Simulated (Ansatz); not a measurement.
A made-up structure of H₂TeSO, closed shell:

S1  (-1.589, -0.840, 0.067)
O2  (-0.223, -0.477, 0.820)
Te3  (1.669, 0.253, 0.935)
H4  (-1.628, -0.124, -1.215)
H5  (1.771, 1.188, -0.608)
(Å)

It is relaxed with PBE-D4/def2-SVP and then PBE0-D4/def2-TZVP (Ansatz 0.2.0). Atoms count as bonded within 1.22 times the sum of their covalent radii (H–H: 0.88 Å). The end point is not checked to be a true minimum.

Task: Does its bonding change? (A judgement: the text doesn't fix the answer.)

Result: Computed: No: no bond forms or breaks.

Where it ends: The first stage lowers the energy by 1.12 eV in 9 steps. It ends as H₂TeSO ([SH][O][TeH]):
```
5
angstrom
S -1.3081 -0.9795 -0.0661
O -0.3737 -0.0641 0.9356
Te 1.6052 -0.0111 0.6987
H -1.4647 -0.0898 -1.0706
H 1.5412 1.1445 -0.4977
```

Labels in which every atom is bracketed show which atoms are joined, not bond orders.

For scale, one of the runs: PBE0-D4/def2-TZVP relaxation, 130 basis functions, launched by `ansatz run in.yaml --threads 2 --pin off --events-out ev --progress --plain --max-ram 4352MiB`. The run took about 9 s on 2 CPU threads of an AMD EPYC 9B45 (shared host).
